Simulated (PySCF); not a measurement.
**Peak assignment**

Bonds (- single, = double, # triple, : aromatic): C1-C2, C2-C3, C3-C4, C4=N5, N5-Si6, Si6-O7. C1 carries H8, H9, H10; C2 carries H11, H12; C3 carries H13, H14; C4 carries H15; Si6 carries H16, H17; O7 carries H18. Stereochemistry as in CCC/C=N/[SiH2]O.

[PySCF 2.14.0 with density-fitted response routines: NMR shieldings at PBE0/pcSseg-1/GIAO; geometry: GFN2-xTB; equivalent nuclei averaged; relativity neglected; isolated molecule; single conformer]

Shifts are taken against calculated references (same method and geometry level): ¹³C (σ = 186.93 ppm) and ¹H (σ = 31.72 ppm) vs TMS.

(1) Assign these signals to the numbered atoms. ¹³C{¹H} NMR (computed): δ 182.5 (CH), 49.0 (CH2), 22.4 (CH2), 15.9 (CH3).

(2) Assign these signals to the numbered atoms. ¹H NMR (400 MHz, computed): δ 8.67 (t, 1H), 5.12 (s, 2H), 2.35 (m, 2H), 1.71 (m, 2H), 1.61 (br s, 1H), 0.95 (t, 3H).

Answers

(1) 
182.5 → C4, C=N carbon
49.0 → C3, sp3 CH2: aliphatic region, no heteroatom directly attached
22.4 → C2, sp3 CH2
15.9 → C1, methyl carbon: a saturated carbon with 1 carbon neighbour and no heteroatom attached

(2) 
8.67 → H15, hydrogen on a C=N carbon
5.12 → H16/H17, hydrogen on a silicon bonded to N, O
2.35 → H13/H14, hydrogen on an sp3 CH2
1.71 → H11/H12, hydrogen on an sp3 CH2
1.61 → H18, hydrogen on an oxygen bonded to Si: exchangeable, gas-phase position
0.95 → H8/H9/H10, hydrogen on a methyl carbon: far from electronegative atoms and π systems

H11/H12 and H18 lie closer than the usual error of such a calculation, so a measured spectrum could show them in the other order.

Exchangeable OH/NH protons stand at their gas-phase positions; hydrogen bonding in a real sample shifts them, mostly to higher δ. Shifts are as computed. Against solution values, carbons near 30 ppm lie about +3 ppm off and those near 130 ppm about +5 ppm. Of 1211 compounds with measured shifts, 218 miss one by over three times the rms of a fit or turn the order of signals round; such compounds aren't used in these exercises. No couplings were computed; multiplicities are counted from neighbouring protons, with m where these are inequivalent, close in shift, in a saturated or five-membered ring or joined by F or P, and br s for small geminal =CH2 splittings.
